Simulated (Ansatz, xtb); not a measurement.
# C2H11ClSi3: which of two isomers lies lower

Structure I is `C[SiH2][SiH](Cl)[SiH2]C`, a singlet and structure II is `CC([SiH3])([SiH3])[SiH2]Cl`, a singlet. Both are isolated molecules in the gas phase, relaxed with B3LYP-D3(BJ)/def2-SVP, each in the lowest conformer that the search found.

I (Å):

```yaml
atoms:
  - { symbol: C, position_ang: [-1.9080, 1.8743, 2.0097] }
  - { symbol: C, position_ang: [1.8304, 1.1609, -1.3883] }
  - { symbol: Cl, position_ang: [-1.1137, -1.2272, -2.1550] }
  - { symbol: Si, position_ang: [-2.1715, 1.2369, 0.2475] }
  - { symbol: Si, position_ang: [-0.8075, -0.6334, -0.1516] }
  - { symbol: Si, position_ang: [1.4687, -0.0741, -0.0061] }
  - { symbol: H, position_ang: [-0.8511, 2.1358, 2.1770] }
  - { symbol: H, position_ang: [-2.1920, 1.1101, 2.7504] }
  - { symbol: H, position_ang: [-2.5167, 2.7734, 2.1960] }
  - { symbol: H, position_ang: [-1.7816, 2.2845, -0.7451] }
  - { symbol: H, position_ang: [-3.6046, 0.8866, 0.0150] }
  - { symbol: H, position_ang: [-1.1880, -1.7812, 0.7251] }
  - { symbol: H, position_ang: [1.7409, 0.5274, 1.3374] }
  - { symbol: H, position_ang: [2.3112, -1.2993, -0.1478] }
  - { symbol: H, position_ang: [1.2575, 2.0898, -1.2390] }
  - { symbol: H, position_ang: [2.9006, 1.4160, -1.4334] }
  - { symbol: H, position_ang: [1.5298, 0.7288, -2.3555] }
```

II (Å):

```xyz
17

C    -0.9059   -0.0446    1.3100
C    -0.5666    0.5224   -0.0982
Cl    2.5232    1.1338    0.6616
Si   -1.7386   -0.2344   -1.3911
Si   -0.7950    2.4136   -0.1058
Si    1.1979    0.0744   -0.5609
H    -0.1979    0.3238    2.0699
H    -1.9190    0.2475    1.6329
H    -0.8637   -1.1470    1.3293
H    -1.4118   -1.6782   -1.5966
H    -3.1424   -0.1273   -0.9000
H    -1.6147    0.4743   -2.6972
H    -0.1520    3.0091   -1.3117
H    -2.2558    2.7260   -0.1373
H    -0.2093    3.0077    1.1269
H     1.4975    0.4302   -1.9729
H     1.4473   -1.3739   -0.3290
```

Question: Which of the two would you expect CCSD(T)/def2-SVP + ΔMP2/def2-TZVPP electronic energies to favour?

Answer: Structure I; the calculation gives E(II) − E(I) = +0.304 eV.

How the difference moves with the method:

```csv
level,geometry,E(II) − E(I) (eV),departure from the last row (eV),"job, with rough time for the two"
GFN2-xTB,GFN2-xTB,−0.537,−0.841,"optimisation, 0.33 s"
HF/STO-3G,GFN2-xTB,+1.070,+0.766,"single point, 0.48 s"
r2SCAN-D4/def2-SVP,GFN2-xTB,+0.409,+0.105,"single point, 5.4 s"
B3LYP-D3(BJ)/def2-SVP,B3LYP-D3(BJ)/def2-SVP,+0.409,+0.105,"optimisation, 1.8 min"
HF/def2-SVP,B3LYP-D3(BJ)/def2-SVP,+0.371,+0.067,part of the CCSD(T) run
MP2/def2-SVP,B3LYP-D3(BJ)/def2-SVP,+0.140,−0.164,part of the CCSD(T) run
CCSD(T)/def2-SVP,B3LYP-D3(BJ)/def2-SVP,+0.230,−0.074,single point
CCSD(T)/def2-SVP + ΔMP2/def2-TZVPP,B3LYP-D3(BJ)/def2-SVP,+0.304,,"single point, 89 s"
```

As drawn, II has 1 C–C, 1 C–Si, 3 Si–H in place of 2 Si–Si, 3 C–H.

GFN2-xTB puts the two in the other order. The largest departure from CCSD(T)/def2-SVP + ΔMP2/def2-TZVPP is that of GFN2-xTB, 0.841 eV. The last row adds to CCSD(T) the change of the MP2 difference between the two basis sets, here +0.074 eV.

With thermal terms from frequencies at re-optimised GFN2-xTB minima (ideal gas, soft modes damped towards free rotors, one conformer each, 298.15 K, 1 atm): the zero-point term adds −0.139 eV; ΔH is +0.134 and ΔG +0.240 eV.

The correlated steps freeze 22 core orbitals. Programs: Ansatz 0.2.0, xtb 6.7.1; the last row on 4 threads of Arm Neoverse V1 on a shared host.
